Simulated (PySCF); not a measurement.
PySCF input:

```python
from pyscf import gto, scf, mp, cc as ccmod

mol = gto.M(
    atom='''
    Si   -0.95883881   -0.30942281    0.02684695
    Cl    1.01896415    0.28109145   -0.01699743
    H    -1.33338603   -1.13989588   -1.12352076
    H    -1.10636702    1.22630442   -0.35157038
    H    -1.45889412   -0.53304401    1.38819012
    ''',
    basis='cc-pvdz',
    charge=1,
    spin=1,
    verbose=4,
)

mf = scf.UHF(mol)
mf.conv_tol = 1e-10
mf.max_cycle = 100
mf.kernel()
mo, _, stable, _ = mf.stability(return_status=True)
if not stable:
    mf.kernel(mf.make_rdm1(mo, mf.mo_occ))
mp2 = mp.MP2(mf, frozen=10).run()
cc = ccmod.CCSD(mf, frozen=10)
cc.max_cycle = 100
cc.kernel()
et = cc.ccsd_t()
print(f'E(CCSD(T)) = {cc.e_tot + et:.9f}')
```

Which total energy does the run end on?

-750.09221 Eh (CCSD(T)/cc-pVDZ).
